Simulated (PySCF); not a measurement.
5-fluorofuran-3-one (C₄H₃FO₂), SMILES O=C1C=C(F)OC1. Atoms are numbered in the order given.

```xyz
10

O     -0.5492     2.3835     0.0000
C     -0.2457     1.2157     0.0000
C     -1.0648     0.0134     0.0000
C     -0.1898    -1.0175     0.0000
F     -0.4369    -2.2897     0.0000
O      1.0985    -0.7334     0.0000
C      1.1988     0.6931     0.0000
H     -2.1487    -0.0484     0.0000
H      1.7477     1.0138     0.8974
H      1.7477     1.0138    -0.8974
```
Charge 0, spin multiplicity 1.

The structure is a stationary point at PBE0-D3(BJ)/def2-SVP. One conformer was computed; it need not be the lowest.

These are PBE/pcSseg-1 in PySCF values and carry that method's errors.

GIAO shieldings, no solvent; atoms alike by connectivity are averaged. δ = σ(ref) − σ: ¹⁷O against H2O (σ = 334.3 ppm); ¹³C against TMS (σ = 182.0 ppm); ¹⁹F against CFCl3 (σ = 133.6 ppm); ¹H against TMS (σ = 31.49 ppm), references at their B3LYP-D3(BJ)/def2-TZVP geometries, non-relativistic.

```csv
nucleus,atoms,count,δ (ppm)
¹⁷O,O1,1,553.7
¹⁷O,O6,1,182.2
¹³C,C4,1,192.5
¹³C,C2,1,192.1
¹³C,C3,1,84.9
¹³C,C7,1,81.1
¹⁹F,F5,1,-91.7
¹H,H8,1,5.15
¹H,"H9, H10",2,4.71
```
